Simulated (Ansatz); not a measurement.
Relaxation of FGeH3 (5 atoms, charge 0, multiplicity 1), to a largest force component of 0.03 eV/Å in at most 50 steps.

Method: Ansatz, RKS PBE-D4/def2-SVP.

```xyz
5
Properties=species:S:1:pos:R:3
Ge -0.001 -0.063 -1.034
H 1.262 0.314 1.377
H 1.716 -0.182 1.109
H -0.643 1.144 -0.140
F -1.119 -1.319 -0.452
```

Q: Where does it end, and by what steps?

A: It converged. After 5 steps the energy has fallen by 0.085 eV; H2 moved furthest, 0.27 Å.

```json
{"step": "0", "energy less start (eV)": "0.0000", "largest force component (eV/Å)": "1.320", "accepted": "yes"}
{"step": "1", "energy less start (eV)": "-0.0709", "largest force component (eV/Å)": "0.273", "accepted": "yes"}
{"step": "2", "energy less start (eV)": "-0.0754", "largest force component (eV/Å)": "0.381", "accepted": "yes"}
{"step": "3", "energy less start (eV)": "-0.0826", "largest force component (eV/Å)": "0.177", "accepted": "yes"}
{"step": "4", "energy less start (eV)": "-0.0840", "largest force component (eV/Å)": "0.099", "accepted": "yes"}
{"step": "5", "energy less start (eV)": "-0.0847", "largest force component (eV/Å)": "0.020", "accepted": "yes"}
```

```xyz
5
Properties=species:S:1:pos:R:3
Ge 0.150 -0.058 -0.886
H 1.033 0.297 1.227
H 1.545 -0.204 0.907
H -0.515 1.170 -0.039
F -0.998 -1.310 -0.349
```

Whether the end is a true minimum wasn't checked by a vibrational analysis.

The run took 7.6 s on 1 thread of Arm Neoverse V1 (shared host), peak memory 0.11 GiB.
